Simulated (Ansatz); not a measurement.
Start from `B/C=[CH]/[AlH][SiH3]` and change one atom or group to get `B/C=C/O`.

Ansatz, PBE0-D4/def2-TZVP geometries, multiplicity 1. Each molecule was computed in one conformer, which needn't be the lowest.

```json
{"property": "LUMO energy (ωB97M-V/def2-TZVPP) / eV", "`B/C=[CH]/[AlH][SiH3]`": "-1.01"}
{"property": "HOMO energy (PBE/def2-TZVPP) / eV", "`B/C=[CH]/[AlH][SiH3]`": "-6.49"}
{"property": "HOMO energy (ωB97M-V/def2-TZVPP) / eV", "`B/C=[CH]/[AlH][SiH3]`": "-9.60"}
{"property": "HOMO–LUMO gap (PBE/def2-TZVPP) / eV", "`B/C=[CH]/[AlH][SiH3]`": "2.74"}
{"property": "LUMO energy (PBE/def2-TZVPP) / eV", "`B/C=[CH]/[AlH][SiH3]`": "-3.75"}
{"property": "size of the dipole moment (B3LYP/def2-TZVPP) / D", "`B/C=[CH]/[AlH][SiH3]`": "0.76"}
```

Q: What does the change do to each property? (Best estimate.)

A: The calculation gave: 
```tsv
property	`B/C=C/O`	shift
LUMO energy (ωB97M-V/def2-TZVPP) / eV	0.53	1.54
HOMO energy (PBE/def2-TZVPP) / eV	-6.53	-0.04
HOMO energy (ωB97M-V/def2-TZVPP) / eV	-9.77	-0.17
HOMO–LUMO gap (PBE/def2-TZVPP) / eV	4.11	1.37
LUMO energy (PBE/def2-TZVPP) / eV	-2.41	1.34
size of the dipole moment (B3LYP/def2-TZVPP) / D	2.20	1.44
```

Dipoles are sizes alone; their direction can turn.

B3LYP here is the variant with VWN-RPA as its local correlation; programs differ in this.
